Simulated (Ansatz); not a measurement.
## Nudged elastic band run: CuH₃O₂

input.yaml

```yaml
crystal:
  periodic: [false, false, false]
  atoms:
    - { symbol: O, position_ang: [-1.901763, -1.075254, -0.494228] }
    - { symbol: Cu, position_ang: [-0.331169, -0.396554, -0.029646] }
    - { symbol: O, position_ang: [1.432373, 0.217678, 0.540997] }
    - { symbol: H, position_ang: [-2.3927, -0.362286, -0.94779] }
    - { symbol: H, position_ang: [1.91478, 0.556864, -0.240697] }
    - { symbol: H, position_ang: [1.320579, 0.995552, 1.125163] }
basis:
  gaussian: { orbitals: def2-SVP }
hamiltonian:
  xc: pbe
  dispersion: d4
neb:
  order_check: false
  images: 7
  f_tol: 0.05
  max_iterations: 60
  initial_path: idpp
  final_atoms:
    - { symbol: O, position_ang: [-2.02172989, -0.30300365, -0.81577731] }
    - { symbol: Cu, position_ang: [-0.38887709, -0.14216705, -0.14295243] }
    - { symbol: O, position_ang: [1.40897852, 0.17797013, 0.54681934] }
    - { symbol: H, position_ang: [-2.31183116, -1.2146866, -0.61517425] }
    - { symbol: H, position_ang: [1.97866677, 0.48450541, -0.18880823] }
    - { symbol: H, position_ang: [1.37689285, 0.93338176, 1.16969189] }
```

Command:

```bash
$ ansatz run input.yaml --threads 1 --pin off --max-ram 2048MiB --backend cpu --events-out ev --progress --plain --runs-dir out
```

Output, in part (warnings, iteration lines, the closing report on the highest movable image, with atoms numbered from 0):

```
NEB end point (image 0): max|allowed force component| = 7.216e-3 eV/Å (the criterion of neb.relax_end_points is 1.000e-2)
NEB end point (image 8): max|allowed force component| = 3.432e-3 eV/Å (the criterion of neb.relax_end_points is 1.000e-2)
NEB iter   1: max|band force component| = 3.952e-1 eV/Å  barrier→ = 0.0860 eV  barrier← = 0.0937 eV  CI = image 4  Δτ_max = 0.1114 Å  (236 SCF iters)
NEB iter   2: max|band force component| = 1.921e-1 eV/Å  barrier→ = 0.0338 eV  barrier← = 0.0416 eV  CI = image 4  Δτ_max = 0.1225 Å  (203 SCF iters)
NEB iter   3: max|band force component| = 1.967e-1 eV/Å  barrier→ = 0.0164 eV  barrier← = 0.0242 eV  CI = image 3  Δτ_max = 0.0619 Å  (203 SCF iters)
NEB iter   4: max|band force component| = 1.154e-1 eV/Å  barrier→ = 0.0099 eV  barrier← = 0.0177 eV  CI = image 3  Δτ_max = 0.0296 Å  (206 SCF iters)
NEB iter   5: max|band force component| = 2.946e-2 eV/Å  barrier→ = 0.0084 eV  barrier← = 0.0161 eV  CI = image 3  Δτ_max = 0.0000 Å  (403 SCF iters)
Total energy: -48763.30058333 eV, -1792.0182434850 hartree
Atom 0 at    -1.721867    -0.801351    -1.155244 Å, force     0.003371    -0.028844    -0.030065 eV/Å
Atom 1 at    -0.321219    -0.318248    -0.181944 Å, force    -0.006132     0.019074     0.019883 eV/Å
Atom 2 at     1.307228     0.119387     0.808842 Å, force     0.012833    -0.013162    -0.010865 eV/Å
Atom 3 at    -2.482274    -0.271024    -0.848091 Å, force    -0.001852     0.016628     0.016584 eV/Å
Atom 4 at     2.045817     0.179470     0.167399 Å, force    -0.000907     0.001069     0.006117 eV/Å
Atom 5 at     1.214415     1.027765     1.162837 Å, force    -0.007314     0.005235    -0.001654 eV/Å
Dipole moment:     0.921948     0.732502     0.569038 e Å
```

The forces met the threshold. A vibrational analysis at the climbing image gives one clearly imaginary mode, 128i cm⁻¹: a first-order saddle point.

Final band:

```tsv
image	path coordinate (Å)	energy (kJ/mol)
0	0.00	0.0
1	0.26	0.2
2	0.52	0.6
3	0.79	0.8
4	0.98	0.7
5	1.18	0.3
6	1.38	-0.2
7	1.57	-0.6
8	1.77	-0.7
```

Time of the run: 41 s on 1 thread of Intel(R) Xeon(R) 6975P-C (Granite Rapids) (shared host), peak memory 0.15 GiB.
